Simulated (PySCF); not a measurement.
## How methods differ on the ionisation energy of Ir

Ir [Xe] 4f14 5d7 6s2 (4F) → Ir⁺ [Xe] 4f14 5d7 6s1 (5F), as a difference of total energies. Computed with PySCF 2.14 in x2c-SVPall (7s5p6d2f, 66 functions), with the spin-free X2C one-electron Hamiltonian (Gaussian nucleus). Correlated levels: valence: [Xe] 4f14 frozen; valence and next inner shell: [Kr] 4d10 4f14 frozen. The calculations carry no spin-orbit coupling.

```json
{"method": "UHF", "ionisation energy (eV)": "7.076", "error (eV)": "-1.850"}
{"method": "LDA", "ionisation energy (eV)": "9.447", "error (eV)": "+0.521"}
{"method": "PBE", "ionisation energy (eV)": "9.041", "error (eV)": "+0.115"}
{"method": "PBE0", "ionisation energy (eV)": "8.741", "error (eV)": "-0.185"}
{"method": "r2SCAN", "ionisation energy (eV)": "8.788", "error (eV)": "-0.138"}
{"method": "wB97X-V", "ionisation energy (eV)": "8.812", "error (eV)": "-0.114"}
{"method": "CAM-B3LYP", "ionisation energy (eV)": "8.987", "error (eV)": "+0.061"}
{"method": "MN15", "ionisation energy (eV)": "8.949", "error (eV)": "+0.023"}
{"method": "B2PLYP", "ionisation energy (eV)": "8.662", "error (eV)": "-0.264"}
{"method": "MP2 (valence)", "ionisation energy (eV)": "8.059", "error (eV)": "-0.867"}
{"method": "SCS-MP2 (valence)", "ionisation energy (eV)": "8.130", "error (eV)": "-0.796"}
{"method": "MP2 (valence and next inner shell)", "ionisation energy (eV)": "8.172", "error (eV)": "-0.754"}
{"method": "SCS-MP2 (valence and next inner shell)", "ionisation energy (eV)": "8.188", "error (eV)": "-0.738"}
```

Reference: 8.926 eV (measured; NIST levels, between the centres of gravity of the two terms).

Errors of the correlated levels include the incompleteness of this basis and the frozen core.

MP2 underrates the near-degeneracy of ns² with np² in the lower species.
